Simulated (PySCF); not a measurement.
C$_{2}$HO$_{2}$ (SMILES O=[C-]C=O), charge -1, singlet, at a GFN2-xTB geometry (in this run its highest filled SCF level lies above zero, so its values depend strongly on the basis, on diffuse functions most of all); DF-PBE0/def2-TZVPD (PySCF).

Here is a job for PySCF.
```python
from pyscf import gto, scf, dft

mol = gto.M(
    atom='''
C     0.317138    0.547825   -0.195408
C    -0.035997   -0.708691    0.061981
O     0.812366    1.629497    0.083593
O    -1.139686   -1.345816    0.023272
H     0.931714   -1.304253   -0.054351
''',
    basis='def2-tzvpd',
    charge=-1,
    spin=0,
    verbose=4,
)

mf = dft.RKS(mol)
mf.xc = 'pbe0'
mf = mf.density_fit(auxbasis='def2-universal-jkfit')
mf.kernel()
mf.analyze()
```

It wrote (shortened):

```
PySCF version 2.14.0

[INPUT] verbose = 4
[INPUT] num. atoms = 5
[INPUT] num. electrons = 30
[INPUT] charge = -1
[INPUT] spin (= nelec alpha-beta = 2S) = 0
[INPUT] symmetry False subgroup None
[INPUT] Mole.unit = angstrom
[INPUT] Symbol           X                Y                Z      unit          X                Y                Z       unit  Magmom
[INPUT]  1 C      0.317138000000   0.547825000000  -0.195408000000 AA    0.599303963692   1.035239214190  -0.369267602549 Bohr   0.0
[INPUT]  2 C     -0.035997000000  -0.708691000000   0.061981000000 AA   -0.068024471306  -1.339231896944   0.117127114927 Bohr   0.0
[INPUT]  3 O      0.812366000000   1.629497000000   0.083593000000 AA    1.535149252908   3.079303050800   0.157967875931 Bohr   0.0
[INPUT]  4 O     -1.139686000000  -1.345816000000   0.023272000000 AA   -2.153694408001  -2.543223654058   0.043977706371 Bohr   0.0
[INPUT]  5 H      0.931714000000  -1.304253000000  -0.054351000000 AA    1.760684286423  -2.464680967142  -0.102708504596 Bohr   0.0

nuclear repulsion = 93.2289710330419
number of shells = 59
number of NR pGTOs = 225
number of NR cGTOs = 163
basis = def2-tzvpd
ecp = {}

******** <class 'pyscf.df.df_jk.DFRKS'> ********
method = DFRKS
initial guess = minao
damping factor = 0
level_shift factor = 0
DIIS = <class 'pyscf.scf.diis.CDIIS'>
diis_start_cycle = 1
diis_space = 8
diis_damp = 0
SCF conv_tol = 1e-09
SCF conv_tol_grad = None
SCF max_cycles = 50
direct_scf = False
XC library pyscf.dft.libxc version 7.1.2
    S. Lehtola, C. Steigemann, M. J. T. Oliveira, and M. A. L. Marques,  SoftwareX 7, 1–5 (2018)
XC functionals = pbe0
    C. Adamo and V. Barone,  J. Chem. Phys. 110, 6158 (1999)
    M. Ernzerhof and G. E. Scuseria,  J. Chem. Phys. 110, 5029 (1999)
radial grids:
    Treutler-Ahlrichs [JCP 102, 346 (1995); DOI:10.1063/1.469408] (M4) radial grids

becke partition: Becke, JCP 88, 2547 (1988); DOI:10.1063/1.454033
pruning grids: <function nwchem_prune>
grids dens level: 3
symmetrized grids: False
atomic radii adjust function: <function treutler_atomic_radii_adjust>
small_rho_cutoff = 0
Set gradient conv threshold to 3.16228e-05
Initial guess from minao.
tot grids = 66208
******** <class 'pyscf.df.df.DF'> ********
auxbasis = def2-universal-jkfit
init E= -227.525532432289
  HOMO = -0.225735320214799  LUMO = -0.109893223158146  gap/eV = 3.15222
cycle= 1 E= -226.828388120569  delta_E= 0.697  |g|= 1.08  |ddm|= 2.16
  HOMO = 0.149653487801385  LUMO = 0.176535376919622  gap/eV = 0.73149
cycle= 2 E= -224.441896758944  delta_E= 2.39  |g|=  3.1  |ddm|= 88.6
  HOMO = 0.0280136090656455  LUMO = 0.137936564471801  gap/eV = 2.99116
cycle= 3 E= -226.961908991402  delta_E= -2.52  |g|= 0.663  |ddm|= 88.1
  HOMO = 0.0257483154082152  LUMO = 0.132937833820503  gap/eV = 2.91678
cycle= 4 E= -227.039975492796  delta_E= -0.0781  |g|= 0.338  |ddm|= 1.06
  HOMO = 0.0213906616797246  LUMO = 0.139723441636381  gap/eV = 3.22000
cycle= 5 E= -227.060761813031  delta_E= -0.0208  |g|= 0.0584  |ddm|= 0.363
  HOMO = 0.0273529488706217  LUMO = 0.143977519885571  gap/eV = 3.17352
cycle= 6 E= -227.061293836332  delta_E= -0.000532  |g|= 0.0323  |ddm|= 0.341
  HOMO = 0.0258335209331975  LUMO = 0.14395783488785  gap/eV = 3.21433
cycle= 7 E= -227.06156034698  delta_E= -0.000267  |g|= 0.00726  |ddm|= 0.0504
  HOMO = 0.0244972194237292  LUMO = 0.143414957307531  gap/eV = 3.23592
cycle= 8 E= -227.061570712877  delta_E= -1.04e-05  |g|= 0.00325  |ddm|= 0.0344
  HOMO = 0.0245979422356832  LUMO = 0.143490581354314  gap/eV = 3.23523
cycle= 9 E= -227.061573704368  delta_E= -2.99e-06  |g|= 0.000696  |ddm|= 0.0193
  HOMO = 0.0245075185179608  LUMO = 0.14344639251312  gap/eV = 3.23649
cycle= 10 E= -227.061574023237  delta_E= -3.19e-07  |g|= 0.000305  |ddm|= 0.00761
  HOMO = 0.024514616548835  LUMO = 0.143449612321319  gap/eV = 3.23639
cycle= 11 E= -227.061574079813  delta_E= -5.66e-08  |g|= 0.000111  |ddm|= 0.00316
  HOMO = 0.024504259961553  LUMO = 0.143446315910843  gap/eV = 3.23658
cycle= 12 E= -227.061574097949  delta_E= -1.81e-08  |g|= 2.68e-05  |ddm|= 0.00303
  HOMO = 0.0245029211177332  LUMO = 0.143445374645456  gap/eV = 3.23659
cycle= 13 E= -227.06157409833  delta_E= -3.81e-10  |g|= 1.26e-05  |ddm|= 0.000304
  HOMO = 0.0245037547746776  LUMO = 0.143445376022029  gap/eV = 3.23657
Extra cycle  E= -227.061574098285  delta_E= 4.49e-11  |g|= 2.27e-05  |ddm|= 0.000143
converged SCF energy = -227.061574098285
**** SCF Summaries ****
Total Energy =                        -227.061574098284780
Nuclear Repulsion Energy =              93.228971033041901
One-electron Energy =                 -501.694132332659422
Two-electron Energy =                  181.403587201332755
Two-electron Coulomb Energy =          209.713952989646771
DFT Exchange-Correlation Energy =      -28.310365788314005
HOMO-LUMO gap [eV] =                     3.236566369606322
**** MO energy ****
MO #1   energy= -19.0327853035363  occ= 2
MO #2   energy= -18.9361955661207  occ= 2
MO #3   energy= -10.094756443559   occ= 2
MO #4   energy= -10.0683395652008  occ= 2
MO #5   energy= -0.884289302256246 occ= 2
MO #6   energy= -0.793134845467844 occ= 2
MO #7   energy= -0.540141285390188 occ= 2
MO #8   energy= -0.324075062927356 occ= 2
MO #9   energy= -0.285293008022684 occ= 2
MO #10  energy= -0.233194025334243 occ= 2
MO #11  energy= -0.230255429548795 occ= 2
MO #12  energy= -0.189125586439268 occ= 2
MO #13  energy= -0.142272000478695 occ= 2
MO #14  energy= -0.043562069933671 occ= 2
MO #15  energy= 0.0245037547746776 occ= 2
MO #16  energy= 0.143445376022029  occ= 0
MO #17  energy= 0.167087470424146  occ= 0
MO #18  energy= 0.191210826988126  occ= 0
MO #19  energy= 0.192840607046621  occ= 0
MO #20  energy= 0.203546015660153  occ= 0
MO #21  energy= 0.216202193423725  occ= 0
MO #22  energy= 0.226972324366867  occ= 0
MO #23  energy= 0.235987794667085  occ= 0
 ** Mulliken pop on meta-lowdin orthogonal AOs  **
 ** Mulliken pop  **
 ** Mulliken atomic charges  **
charge of    0C =      0.14678
charge of    1C =     -0.00125
charge of    2O =     -0.47501
charge of    3O =     -0.70757
charge of    4H =      0.03705

WARN: System has nonzero charge -1; the dipole moment is origin-dependent.
Location of origin: [0. 0. 0.]

Dipole moment(X, Y, Z, Debye):  1.85720,  1.02514,  0.23020
```
